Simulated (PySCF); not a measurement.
PySCF input (M06-2X/6-31G* (5d)):

```python
from pyscf import gto, dft

mol = gto.M(
    atom='''
    Si   -1.13071627   -0.21437975   -0.19786288
    Cl    1.10415170    0.11806772    0.10161408
    H    -1.48225327    1.28364396   -0.26245164
    H    -1.45829783   -0.28947871    1.30509270
    ''',
    basis='6-31g*',
    charge=-1,
    spin=0,
    verbose=4,
)

mf = dft.RKS(mol, xc='m062x')
mf.grids.level = 4
mf.conv_tol = 1e-9
mf.max_cycle = 100
mf.max_memory = 1500
mf.kernel()
if not mf.converged:
    mf = mf.newton()
    mf.kernel(mf.make_rdm1())
mf.dip_moment()
```

Output:

```
PySCF version 2.14.0

[INPUT] verbose = 4
[INPUT] num. atoms = 4
[INPUT] num. electrons = 34
[INPUT] charge = -1
[INPUT] spin (= nelec alpha-beta = 2S) = 0
[INPUT] symmetry False subgroup None
[INPUT] Mole.unit = angstrom
[INPUT] Symbol           X                Y                Z      unit          X                Y                Z       unit  Magmom
[INPUT]  1 Si    -1.130716270000  -0.214379750000  -0.197862880000 AA   -2.136744074890  -0.405119014153  -0.373906653418 Bohr   0.0
[INPUT]  2 Cl     1.104151700000   0.118067720000   0.101614080000 AA    2.086544312973   0.223115654952   0.192022781600 Bohr   0.0
[INPUT]  3 H     -1.482253270000   1.283643960000  -0.262451640000 AA   -2.801052727541   2.425735525852  -0.495961720543 Bohr   0.0
[INPUT]  4 H     -1.458297830000  -0.289478710000   1.305092700000 AA   -2.755783506748  -0.547035480792   2.466267770169 Bohr   0.0

nuclear repulsion = 71.4073333186564
number of shells = 20
number of NR pGTOs = 110
number of NR cGTOs = 40
basis = 6-31g*
ecp = {}

******** <class 'pyscf.dft.rks.RKS'> ********
method = RKS
initial guess = minao
damping factor = 0
level_shift factor = 0
DIIS = <class 'pyscf.scf.diis.CDIIS'>
diis_start_cycle = 1
diis_space = 8
diis_damp = 0
SCF conv_tol = 1e-09
SCF conv_tol_grad = None
SCF max_cycles = 100
direct_scf = True
direct_scf_tol = 1e-13
XC library pyscf.dft.libxc version 7.1.2
    S. Lehtola, C. Steigemann, M. J. T. Oliveira, and M. A. L. Marques,  SoftwareX 7, 1–5 (2018)
XC functionals = m062x
    Y. Zhao and D. G. Truhlar,  Theor. Chem. Acc. 120, 215 (2008)
    Y. Zhao and D. G. Truhlar,  Theor. Chem. Acc. 120, 215 (2008)
radial grids:
    Treutler-Ahlrichs [JCP 102, 346 (1995); DOI:10.1063/1.469408] (M4) radial grids

becke partition: Becke, JCP 88, 2547 (1988); DOI:10.1063/1.454033
pruning grids: <function nwchem_prune>
grids dens level: 4
symmetrized grids: False
atomic radii adjust function: <function treutler_atomic_radii_adjust>
small_rho_cutoff = 0
Set gradient conv threshold to 3.16228e-05
Initial guess from minao.
tot grids = 89024
init E= -750.572245586419
  HOMO = -0.210811450298509  LUMO = -0.0315921422362544  gap/eV = 4.87681
cycle= 1 E= -750.829930221771  delta_E= -0.258  |g|= 0.252  |ddm|= 1.59
  HOMO = -0.0239180906363006  LUMO = 0.228440162850434  gap/eV = 6.86702
cycle= 2 E= -750.84262056175  delta_E= -0.0127  |g|= 0.192  |ddm|= 0.721
  HOMO = -0.0354907155181226  LUMO = 0.218323740264288  gap/eV = 6.90664
cycle= 3 E= -750.854139876871  delta_E= -0.0115  |g|= 0.0124  |ddm|= 0.286
  HOMO = -0.0412281267530954  LUMO = 0.214363584673207  gap/eV = 6.95500
cycle= 4 E= -750.854232172143  delta_E= -9.23e-05  |g|= 0.00431  |ddm|= 0.0368
  HOMO = -0.0397608138685888  LUMO = 0.215675317191878  gap/eV = 6.95077
cycle= 5 E= -750.85424418867  delta_E= -1.2e-05  |g|= 0.00112  |ddm|= 0.0134
  HOMO = -0.0398999214813345  LUMO = 0.215553972581221  gap/eV = 6.95125
cycle= 6 E= -750.854245098452  delta_E= -9.1e-07  |g|= 0.000321  |ddm|= 0.0035
  HOMO = -0.0398463120749248  LUMO = 0.215591501653499  gap/eV = 6.95082
cycle= 7 E= -750.854245186527  delta_E= -8.81e-08  |g|= 7.12e-05  |ddm|= 0.00118
  HOMO = -0.0398474428399285  LUMO = 0.215592798851026  gap/eV = 6.95088
cycle= 8 E= -750.854245192197  delta_E= -5.67e-09  |g|= 1.13e-05  |ddm|= 0.000306
  HOMO = -0.0398481179401287  LUMO = 0.215592926846699  gap/eV = 6.95090
cycle= 9 E= -750.854245192366  delta_E= -1.69e-10  |g|= 2.87e-06  |ddm|= 5.61e-05
  HOMO = -0.0398480650358681  LUMO = 0.215592877619702  gap/eV = 6.95090
Extra cycle  E= -750.854245192369  delta_E= -3.41e-12  |g|= 9.18e-07  |ddm|= 8.62e-06
converged SCF energy = -750.854245192369

WARN: System has nonzero charge -1; the dipole moment is origin-dependent.
Location of origin: [0. 0. 0.]

Dipole moment(X, Y, Z, Debye):  1.06600,  0.46115,  0.44652
```

The dipole moment of an ion depends on the origin.
